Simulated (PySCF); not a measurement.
C₅H₉S₂ (doublet state).
Z-matrix (Å and degrees, GFN2-xTB geometry), rows numbered from 1:
```
C 
C   1  1.4306
C   2  1.5226  1  115.08
C   3  1.5217  2  113.74  1  -169.32
S   4  1.8233  3  113.17  2   -72.78
C   5  1.8122  4   97.72  3    60.87
S   6  1.8094  5  113.58  4   -63.36
H   1  1.0736  2  120.28  3   -27.62
H   1  1.0730  2  120.34  3   165.53
H   2  1.0936  1  112.58  3  -130.36
H   3  1.0942  2  107.85  1   -49.63
H   3  1.0918  2  109.38  1    67.65
H   4  1.0922  3  111.26  2    48.94
H   4  1.0891  3  110.53  2   170.20
H   6  1.0868  5  107.03  4   179.23
H   6  1.0895  5  109.30  4    59.45
```

The hyperfine couplings belong to this conformer and change with its torsions.

The species is `[CH2][C@H]1CCSCS1` [radical].

Level of theory: UKS B3LYP, pcH-1 on C H S, non-relativistic, mean-field spin-orbit, GIAO (PySCF 2.14.0). Isolated species at its GFN2-xTB geometry (one conformer only). The geometry wasn't refined by DFT: couplings that depend on bond lengths, twists or pyramidal angles can differ widely from those at the functional's own minimum. No stability test was run, so a lower SCF solution isn't excluded.

Give the principal g shifts and their parts.

```csv
Δg (ppm),1,2,3
relativistic mass correction,-159,-159,-159
gauge correction,-2,-13,32
orbital Zeeman/spin–orbit,-354,896,3183
total,-515,724,3056
```

So g = 2.00180, 2.00304, 2.00537 and g_iso = 2.00341; the tensor is rhombic: the two nearest values differ by 35 % of g3 − g1. Axes: g3 points within 7° of the C1–C2 bond.

Average each term over the three axes. Which is largest in size?

The orbital-Zeeman/spin–orbit term 1242, the mass correction -159 and the gauge correction 6 ppm, for a total of 1088 ppm. The orbital-Zeeman/spin–orbit term is the largest in size. The mass correction is the same along every axis, so the anisotropy comes from the other two: their spans along these axes are 45 (gauge) and 3537 ppm (orbital Zeeman/spin–orbit).

What effective moment and Curie constant follow for a powder?

With the mean of g² = 4.0136 and S(S+1) = 0.75: μ_eff = √(⟨g²⟩S(S+1)) = 1.735 μB and χT = 0.12505·⟨g²⟩·S(S+1) = 0.376 cm³ K/mol (cgs; spin-Hamiltonian part alone).

In a frozen sample, at which fields do the three g values resonate at 9.5, 34, 94 and 263 GHz (hyperfine left aside), and which band first spreads them over more than twice a line width of 0.5 mT?

```tsv
band	GHz	B(g3) mT	B(g2) mT	B(g1) mT	spread mT
X	9.5	338.47	338.86	339.07	0.60
Q	34.0	1211.36	1212.77	1213.52	2.16
W	94.0	3349.04	3352.94	3355.02	5.97
J	263.0	9370.20	9381.10	9386.91	16.71
```

The spread grows in proportion to the frequency. Q band is the first where it exceeds 1.0 mT.

The largest Mulliken spin populations are on C1 (+1.00), S7 (+0.14) and C2 (-0.11). C1 is the only atom above +0.15. The positive populations add up to 1.19 and the negative ones to -0.19, together 2S = 1. The angles at C1 add up to 358.7°, so it is planar; its axial dipolar tensor and the negative couplings of its protons fit spin in a p orbital normal to that plane.

The HOMO–LUMO gaps are 6.05 eV among the α and 3.48 eV among the β orbitals.

Time: 95 s (with the writing of density and orbital grids); peak memory 0.96 GiB. Hardware: Arm Neoverse V1, one thread, on a shared host.
